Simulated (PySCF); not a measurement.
Si(H)(Me)2(Cl) (C₂H₇ClSi), SMILES C[SiH](C)Cl.

Geometry optimised at r2SCAN-D4/def2-SVP.

Calculation: SMD-M06-2X/6-31G* in PySCF.

Solvation free energies are E(SMD) − E(gas) at the gas-phase geometry, for 1 M in both phases. In vacuum the dipole moment is 2.61 D.

Estimate the solvation free energies in water, tetrahydrofuran, n-hexane. (The exact figures need the calculation; the answer reports its results.)


```json
[
 {"solvent": "water", "ΔG(solv) (kcal/mol)": "0.4", "its non-electrostatic (CDS) part": "3.7", "dipole (D)": "3.29"},
 {"solvent": "tetrahydrofuran", "ΔG(solv) (kcal/mol)": "-3.2", "its non-electrostatic (CDS) part": "-0.5", "dipole (D)": "3.17"},
 {"solvent": "n-hexane", "ΔG(solv) (kcal/mol)": "-2.7", "its non-electrostatic (CDS) part": "-1.4", "dipole (D)": "2.86"}
]
```
